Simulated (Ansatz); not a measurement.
Species: sum formula H$_{2}$GeO$_{2}$ (charge +1, doublet). SMILES of the parent species: [OH][Ge][OH]
Coordinates optimised at B3LYP-D3(BJ)/def2-TZVP (Ansatz, a first-principles code):
```xyz
5

Ge    -0.2041    -0.1161     0.2602
O      1.0891    -0.9958    -0.4878
H      1.3080    -1.8976    -0.1944
O     -0.3132     1.4373    -0.5017
H     -0.9852     2.0812    -0.2172
```
Charge +1, spin multiplicity 2.

Parts of the frozen-core correlation energy in 6-31G* (Ansatz, hartree). Frozen orbitals: 16; correlated occupied orbitals by spin: 9 and 8; virtual: 44 and 45. UHF or UKS for open shells. No spin-orbit coupling. Non-relativistic.

```json
[
 {"term": "reference (HF)", "value": "-2225.68015"},
 {"term": "MP2 opposite-spin", "value": "-0.31125"},
 {"term": "MP2 same-spin", "value": "___"},
 {"term": "CCSD correlation", "value": "___"},
 {"term": "(T)", "value": "___"},
 {"term": "T1 diagnostic", "value": "0.025"},
 {"term": "largest doubles amplitude", "value": "0.041"},
 {"term": "<S^2> of the reference", "value": "0.779"}
]
```

**Question.** Some entries are withheld; supply them.

**Answer.** 
- MP2 same-spin, value: -0.11618
- CCSD correlation, value: -0.43959
- (T), value: -0.01188
